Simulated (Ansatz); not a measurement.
Cost and result up the ladder for `CCC(CC(C)c1ccc(OC(C)=O)cc1)c1ccc(OC(C)=O)cc1` (52 atoms). The state is a singlet with charge 0. Geometry: r2SCAN-D4/def2-SVP.

```xyz
52

C    -3.6837   -0.0675   -2.7857
C    -3.0172   -0.4599   -1.4734
C    -1.6759    0.2550   -1.2150
C    -1.1346   -0.1214    0.1762
C     0.0637    0.7044    0.6945
C     1.4134    0.3090    0.0798
C     0.1200    0.6286    2.2094
C     0.4034   -0.5813    2.8649
C     0.4294   -0.6575    4.2576
C     0.1746    0.4867    5.0161
O     0.2816    0.3544    6.3945
C    -0.6694    0.8866    7.2233
C    -0.2913    0.6225    8.6518
O    -1.6462    1.4733    6.8413
C    -0.1016    1.7059    4.3952
C    -0.1285    1.7606    2.9994
C    -0.6945    0.0015   -2.3408
C    -0.2518    1.0451   -3.1654
C     0.6657    0.8169   -4.1941
C     1.1421   -0.4750   -4.4128
O     2.0057   -0.6532   -5.4844
C     3.1703   -1.3570   -5.3204
C     3.9001   -1.4291   -6.6298
O     3.5259   -1.8342   -4.2766
C     0.7028   -1.5412   -3.6221
C    -0.2097   -1.2922   -2.5977
H    -3.0598   -0.3377   -3.6524
H    -4.6577   -0.5676   -2.9028
H    -3.8597    1.0206   -2.8320
H    -2.8512   -1.5531   -1.4470
H    -3.6933   -0.2382   -0.6284
H    -1.8822    1.3430   -1.2023
H    -1.9667    0.0020    0.8912
H    -0.8785   -1.1978    0.1988
H    -0.1333    1.7623    0.4362
H     2.2288    0.8867    0.5429
H     1.4418    0.4841   -1.0044
H     1.6255   -0.7604    0.2445
H     0.6070   -1.4843    2.2808
H     0.6511   -1.5955    4.7729
H     0.6526    1.1405    8.8809
H    -0.1138   -0.4518    8.8070
H    -1.0868    0.9804    9.3154
H    -0.3007    2.5970    4.9916
H    -0.3493    2.7151    2.5101
H    -0.6231    2.0604   -2.9916
H     1.0181    1.6285   -4.8355
H     4.0357   -0.4203   -7.0461
H     3.2955   -1.9968   -7.3536
H     4.8696   -1.9194   -6.4847
H     1.0791   -2.5494   -3.8013
H    -0.5430   -2.1296   -1.9762
```

Ansatz on 2 threads of AMD EPYC 7R13 on a shared host and a share (18 GiB) of an NVIDIA H100 80GB HBM3. Times are rough, and most runs start from the orbitals of an earlier one. PBE0-D4/def2-TZVP serves as the yardstick here, not as an exact answer. Differences are given only for rows in sets of like size (and for xTB, whose basis is part of the method), since another set adds its own error. Binding counts from free atoms at the same level (C triplet, O triplet, H doublet; other spins of the atoms weren't run), without zero-point energy or a counterpoise term.

B3LYP takes the VWN-RPA correlation. Correlated methods freeze 26 core orbitals. The rows differ in basis, and correlated rows in double-zeta sets carry the largest basis error. Single mean-field runs in def2-SVP, def2-TZVP are fitted with def2-universal-jkfit.

Run but left out: HF/STO-3G, HF/6-31G (restricted singlet, unstable in another Hartree–Fock run and untested here).

Correlated methods converge slowly with the basis, most of all in double-zeta sets.

```tsv
level	functions	wall time
PBE0-D4/def2-SVP	494	8 s
B3LYP-D4/6-31G	286	8.5 s
LDA (SPW92)/def2-TZVP	962	9 s
MP2/def2-SVP	494	11 s
PBE-D4/def2-SVP	494	12 s
PBE-D4/def2-TZVP (with forces)	962	12 s
BLYP-D4/def2-TZVP	962	14 s
r2SCAN-D4/def2-TZVP (with forces)	962	16 s
PBE0-D4/def2-TZVP	962	16 s
```

Estimate what each level gives for the binding energy per atom (eV).


```json
{"level": "PBE0-D4/def2-SVP", "binding energy per atom (eV)": "4.91", "difference from PBE0-D4/def2-TZVP (eV)": "–", "remarks": "–"}
{"level": "B3LYP-D4/6-31G", "binding energy per atom (eV)": "4.66", "difference from PBE0-D4/def2-TZVP (eV)": "–", "remarks": "–"}
{"level": "LDA (SPW92)/def2-TZVP", "binding energy per atom (eV)": "5.54", "difference from PBE0-D4/def2-TZVP (eV)": "0.70", "remarks": "–"}
{"level": "MP2/def2-SVP", "binding energy per atom (eV)": "4.70", "difference from PBE0-D4/def2-TZVP (eV)": "–", "remarks": "restricted SCF unstable"}
{"level": "PBE-D4/def2-SVP", "binding energy per atom (eV)": "5.01", "difference from PBE0-D4/def2-TZVP (eV)": "–", "remarks": "–"}
{"level": "PBE-D4/def2-TZVP (with forces)", "binding energy per atom (eV)": "4.94", "difference from PBE0-D4/def2-TZVP (eV)": "0.10", "remarks": "–"}
{"level": "BLYP-D4/def2-TZVP", "binding energy per atom (eV)": "4.78", "difference from PBE0-D4/def2-TZVP (eV)": "-0.06", "remarks": "–"}
{"level": "r2SCAN-D4/def2-TZVP (with forces)", "binding energy per atom (eV)": "4.81", "difference from PBE0-D4/def2-TZVP (eV)": "-0.03", "remarks": "–"}
{"level": "PBE0-D4/def2-TZVP", "binding energy per atom (eV)": "4.84", "difference from PBE0-D4/def2-TZVP (eV)": "0.00", "remarks": "–"}
```
